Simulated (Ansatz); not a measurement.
CH6OSi, SMILES `C[SiH2]O` (C–Si–O–H torsion 69°) (charge 0, multiplicity 1).

Computed with PBE0/cc-pVTZ // B3LYP-D3(BJ)/def2-TZVP (Ansatz, a program for electronic structure).

Ansatz 0.2 input:
```yaml
crystal:
  periodic: [false, false, false]
  atoms:
    - { symbol: C, position_ang: [-1.169083, 0.053071, 0.224423] }
    - { symbol: Si, position_ang: [0.61468, -0.42414, -0.058525] }
    - { symbol: O, position_ang: [1.590983, 0.891119, -0.305559] }
    - { symbol: H, position_ang: [-1.28311, 0.655487, 1.128806] }
    - { symbol: H, position_ang: [-1.559725, 0.627488, -0.617942] }
    - { symbol: H, position_ang: [-1.787685, -0.840736, 0.341653] }
    - { symbol: H, position_ang: [1.093733, -1.214253, 1.106499] }
    - { symbol: H, position_ang: [0.747833, -1.233572, -1.288417] }
    - { symbol: H, position_ang: [1.752379, 1.485536, 0.430532] }
basis:
  gaussian: { orbitals: cc-pVTZ }
hamiltonian:
  xc: pbe0
```

Output:

```
Functional definition: PBE0
984 factors; their error is unknown
mean field evaluation 1: about -11047.5761 eV, gradient 6.6e1 eV
mean field evaluation 2: about -11040.8850 eV, gradient 8.7e1 eV
mean field evaluation 4: about -11055.4106 eV, gradient 3.8e0 eV
mean field evaluation 8: about -11055.4680 eV, gradient 2.9e-2 eV
mean field -11055.46802786 eV, -406.2809563586 hartree, gradient 3.9e-5 eV, S^2 0.000000; 0 other end points of the search recorded, 0 dependent functions left out
reference -11055.46805577 eV, -406.2809573842 hartree; 17, 17 occupied and 161, 161 virtual orbitals, 984 factors
Total energy: -11055.46805577 eV, -406.2809573842 hartree
```
